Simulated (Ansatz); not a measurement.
```xyz
30

C     0.446   -2.016    1.683
Ga    0.137   -0.078    1.461
N    -1.446    0.246    0.230
C    -2.214    1.434    0.596
C    -2.344   -0.892    0.076
Ga   -0.200    0.567   -1.341
C    -0.049   -1.068   -2.440
N     1.329    0.662   -0.007
C     2.481   -0.169   -0.337
C     1.768    2.031    0.255
H     1.409   -2.201    2.167
H     0.445   -2.550    0.730
H    -0.327   -2.461    2.315
H     0.082    0.964    2.644
H    -2.953    1.680   -0.177
H    -2.747    1.284    1.542
H    -1.556    2.295    0.715
H    -3.091   -0.705   -0.705
H    -2.886   -1.099    1.008
H    -1.786   -1.788   -0.197
H    -0.465    2.012   -1.914
H    -0.968   -1.238   -3.007
H     0.766   -0.975   -3.162
H     0.139   -1.959   -1.837
H     3.001    0.209   -1.226
H     3.206   -0.185    0.487
H     2.171   -1.194   -0.536
H     0.917    2.666    0.503
H     2.471    2.067    1.096
H     2.264    2.462   -0.623
```

Total charge 0; spin multiplicity 1.

Question: List the PBE0/def2-TZVPP orbital energies in eV (Ansatz). (Best estimate.)

Answer: Computed: Occupied: -10145.96, -10145.96, -1251.80, -1251.80, -1107.94, -1107.94, -1107.92, -1107.92, -1107.89, -1107.89, -391.65, -391.65, -278.82, -278.82, -278.80, -278.80, -277.29, -277.29, -150.12, -150.12, -103.01, -103.01, -102.96, -102.96, -102.88, -102.88, -25.52, -25.35, -22.19, -22.18, -22.18, -22.18, -22.12, -22.11, -22.09, -22.06, -22.02, -22.00, -20.01, -19.89, -18.70, -18.64, -17.66, -17.09, -14.13, -13.69, -13.20, -12.95, -12.80, -12.54, -11.26, -11.21, -11.20, -10.93, -10.76, -10.75, -10.63, -10.45, -10.38, -10.29, -9.11, -8.66, -7.65, -7.60, -7.42, -6.95. Lowest empty: 0.42, 0.75, 1.32, 1.47, 1.54, 1.69, 2.07, 2.15.
